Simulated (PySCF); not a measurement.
## WOF₂, singlet: data card

These are results of PBE0 in PySCF with W def2-TZVP with ECP60, O def2-TZVP, F def2-TZVP; scalar-relativistic core potentials, no spin–orbit coupling; density-fitted integrals, not measurements.

The structure is a minimum.

```xyz
4
charge 0 multiplicity 1, angstrom
W     0.0058    0.0000    0.0000
O     1.6756    0.0000    0.0000
F    -0.7172    1.6823    0.0000
F    -0.7172   -1.6823    0.0000
```

```json
{
  "Point group": "C2v",
  "Bond lengths": "W–F 1.831 Å (×2), W–O 1.670 Å",
  "Bond angles": "F–W–F 133.5°, F–W–O 113.3° (×2)",
  "Atomisation energy without zero-point energy": "1806 kJ/mol",
  "Lowest empty level": "-3.31 eV",
  "Rotational constants": "0.2615, 0.1568, 0.09802 cm⁻¹",
  "Entropy at 298.15 K and 1 bar": "309.3 J/(mol K)",
  "Principal quadrupole moments (Buckingham, traceless) about the centre of mass": "-1.95, -0.11, 2.06 D Å",
  "Highest occupied level": "-6.86 eV",
  "Rotational symmetry number": "2",
  "Principal polarisabilities": "36.5, 42.8, 47.9 bohr³",
  "Enthalpy at 298.15 K above 0 K": "15.05 kJ/mol",
  "Zero-point energy": "18.8 kJ/mol",
  "Heat capacity Cp at 298.15 K": "64.0 J/(mol K)",
  "Dipole moment": "1.45 D"
}
```

Harmonic modes (masses in u: W 183.951, O 15.995, F 18.998):
```json
{"symmetry": "b1", "ω (cm⁻¹)": "132", "IR (km/mol)": "2.9", "μ (u)": "22.58", "type": "bend"}
{"symmetry": "a1", "ω (cm⁻¹)": "176", "IR (km/mol)": "3.3", "μ (u)": "21.08", "type": "bend"}
{"symmetry": "b2", "ω (cm⁻¹)": "275", "IR (km/mol)": "3.2", "μ (u)": "17.73", "type": "bend"}
{"symmetry": "a1", "ω (cm⁻¹)": "718", "IR (km/mol)": "46.1", "μ (u)": "19.60", "type": "stretch"}
{"symmetry": "b2", "ω (cm⁻¹)": "737", "IR (km/mol)": "153", "μ (u)": "22.32", "type": "stretch"}
{"symmetry": "a1", "ω (cm⁻¹)": "1100", "IR (km/mol)": "118", "μ (u)": "17.25", "type": "stretch"}
```

In C2v the vibrations span b1 + 3a1 + 2b2. Here b1 is antisymmetric to the molecular plane and b2 lies in it.

Charges (e):
| atom | Mulliken | Löwdin | polar tensor | Mayer order to W1 |
| --- | --- | --- | --- | --- |
| W1 | 1.14 | 0.66 | 1.63 | – |
| O2 | -0.42 | -0.25 | -0.63 | 2.25 |
| F3,4 | -0.36 | -0.21 | -0.50 | 1.05 |

Mulliken populations on W1 (electrons outside its core potential): s 2.93, p 6.25, d 3.52, f 0.15.

Formally W is in oxidation state +4, d2, with 0 unpaired electrons (the high-spin count would be 2). The polar-tensor charge on W, 1.63, is far below the formal one.

Stability towards spin polarisation was not tested. Other isomers or separated fragments may lie lower. Spin–orbit coupling, left out here, can matter for elements this heavy.

The final relaxation and frequency run took 52 s on 4 threads of a shared Arm Neoverse V1 host, with 133 basis functions and 16 gradients; the process peaked at 1.5 GiB.
